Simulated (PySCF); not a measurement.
Molecule: `C[SiH](C)O[SiH](C)C`, C₄H₁₄OSi₂.

Geometry (Å), atoms numbered from 1 in this order:
```xyz
21

C     1.8465    1.5880    1.0359
Si    1.1801   -0.1462    1.2764
C     1.9124   -1.3205    0.0116
O    -0.4779   -0.1411    1.1422
Si   -1.7379    0.0295    0.0696
C    -1.3624    1.4050   -1.1489
C    -2.0195   -1.5882   -0.8295
H     1.3512    2.2955    1.7188
H     2.9293    1.6239    1.2365
H     1.6806    1.9367    0.0042
H     1.5052   -0.6227    2.6551
H     1.4782   -2.3273    0.1128
H     3.0037   -1.4075    0.1352
H     1.7173   -0.9663   -1.0138
H    -2.9503    0.3832    0.8690
H    -0.4835    1.1571   -1.7660
H    -2.2132    1.5719   -1.8286
H    -1.1559    2.3519   -0.6262
H    -2.2047   -2.4062   -0.1164
H    -1.1390   -1.8574   -1.4347
H    -2.8881   -1.5205   -1.5039
```

Geometry PBE0-D3(BJ)/def2-SVP throughout; GIAO in PySCF, gas phase, one conformer, non-relativistic; equivalent atoms averaged; basis pcSseg-1.

For orientation, BLYP gives these shifts δ (against TMS, H2O at the same level): C1/C3/C6/C7 2.6, Si2/Si5 -3.0, O4 76.4, H11/H15 5.04, H8/H9/H10/H12/H13/H14/H16/H17/H18/H19/H20/H21 0.18 ppm.

A run gave: C1/C3/C6/C7 1.8, Si2/Si5 -4.9, O4 35.8, H11/H15 4.41, H8/H9/H10/H12/H13/H14/H16/H17/H18/H19/H20/H21 0.15 ppm (shifts δ (against TMS, H2O at the same level)).

Which functional was used in that run?
A. B3LYP
B. PBE
C. BHandHLYP
D. HF
E. BP86

Results:

D. O4 tells them apart best: HF gives 35.8, B3LYP gives 66.4, PBE gives 74.8, BHandHLYP gives 54.9, BP86 gives 71.7 ppm.
